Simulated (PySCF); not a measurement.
C₅H₁₁Se, SMILES C[CH][Se]C(C)C, doublet at its GFN2-xTB optimised geometry (Å):

```
17

C     -0.8474     1.8840     0.9357
C     -1.4747     0.9105     0.0000
Se    -1.1214    -0.9040     0.0000
C      0.8979    -0.9040     0.0000
C      1.4022    -0.1499    -1.2144
C      1.3696    -2.3460     0.0311
H     -1.4212     1.9750     1.8640
H     -0.8242     2.8722     0.4742
H      0.1702     1.5999     1.1933
H     -2.4881     1.1254    -0.3112
H      1.1946    -0.3950     0.9221
H      2.4881    -0.0711    -1.1809
H      1.1204    -0.6715    -2.1274
H      0.9808     0.8533    -1.2473
H      2.4570    -2.3813     0.0785
H      0.9682    -2.8657     0.8998
H      1.0455    -2.8722    -0.8654
```

Computed with PySCF 2.14.0 with unrestricted PBE0/def2-SVP. Cells within 0.4 Å of a nucleus heavier than hydrogen are left out (blank, or x).

Map of the Laplacian of the electron density (e/bohr⁵), clipped to [-1.50, 1.50] on the plane z = 0.6 Å:

```
|4444444444444444444444444444444|
|4444444444444444444444444444444|
|4444444444444444444444444444444|
|4444444444444444444444444444444|
|4444444444444444444444444444444|
|4444444444444444444444444444444|
|4444444444442244444444444444444|
|4444444444440044444444444444444|
|4444444444441144444444444444444|
|444444444444xx44444444444444444|
|4444444444423544444444444444444|
|4444444444422444444444444444444|
|4444444444433444444444444444444|
|4444444444444444444444444444444|
|4444444444444444444444444444444|
|4444444444444444444444444444444|
|4444444444444444441144444444444|
|4444444444499544430244444444444|
|4444444444499544443444444444444|
|4444444444356444444444444444444|
|4444444444444444444444444444444|
|4444444444444444444444444444444|
|4444444444444444443244444444444|
|4444444444444444430144444444444|
|4444444444444444431344444444444|
|4444444444444444444444444444444|
|4444444444444444444444444444444|
|4444444444444444444444444444444|
|4444444444444444444444444444444|
|4444444444444444444444444444444|
|4444444444444444444444444444444|
```
Scale: ten equal steps from -1.01 (start of '0') to 1.50 (end of '9'), in the order '0123456789'; x runs from -5.00 to 5.00, y from -5.00 (bottom) to 5.00 (top).
